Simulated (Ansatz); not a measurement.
**Match the barriers**

Saddle point of Si$_{2}$NH$_{9}$O, closed shell (SiNH₅O ([NH2][SiH2][OH]) + SiH₄ → Si₂NH₇ ([NH2][SiH2][SiH3]) + H₂O; bonds formed: Si1–Si7, O2–H6; bonds broken: Si1–O2, H6–Si7), PBE0-D4/def2-TZVP structure:

Si1  (0.015, -0.789, -0.060)
O2  (-1.358, 0.101, 0.843)
H3  (-0.744, -1.236, -1.247)
H4  (1.464, -0.593, -0.354)
N5  (0.175, -1.929, 1.227)
H6  (-0.960, 0.949, 0.276)
Si7  (0.328, 1.774, -1.074)
H8  (-1.158, 0.195, 1.787)
H9  (-0.606, -2.436, 1.611)
H10  (1.022, -2.472, 1.276)
H11  (1.580, 2.322, -0.465)
H12  (0.741, 1.144, -2.367)
H13  (-0.497, 2.970, -1.454)
(Å)

Ansatz 0.2.0; basis: def2-TZVPP, with def2-QZVPP for the basis limit; cores frozen in the correlated methods. B3LYP uses VWN-RPA correlation. Extrapolation: Hartree–Fock as exp(−7.88 √X), correlation as X^−2.97. Four methods, as single points on the PBE0-D4 structures, gave these electronic barriers from the start structure: 243.7, 260.0, 287.3, 354.3 kJ/mol.

(1) The methods were, in alphabetical order, B3LYP-D4, BHLYP-D4, BLYP-D4, HF. Which gave which? (A judgement: the text doesn't fix the answer.)

No T1 diagnostic of these runs exceeds 0.013.

## Answers

(1) Computed: BLYP-D4 243.7; B3LYP-D4 260.0; BHLYP-D4 287.3; HF 354.3 kJ/mol. For comparison, CCSD(T) at an estimated basis limit (MP2 extrapolated from triple and quadruple zeta, plus CCSD(T) − MP2 in triple zeta) gives 266.8 kJ/mol.

Labels in which every atom is bracketed show which atoms are joined, not bond orders.

For scale, one of the runs: CCSD(T)/def2-TZVPP, 272 basis functions, launched by `ansatz run in.yaml --threads 8 --pin off --events-out ev --progress --plain --max-ram 19148MiB`. The run took 65 s on 8 CPU threads of an Intel Xeon Platinum 8259CL (shared host), with 6.9 GiB of host memory at its peak.
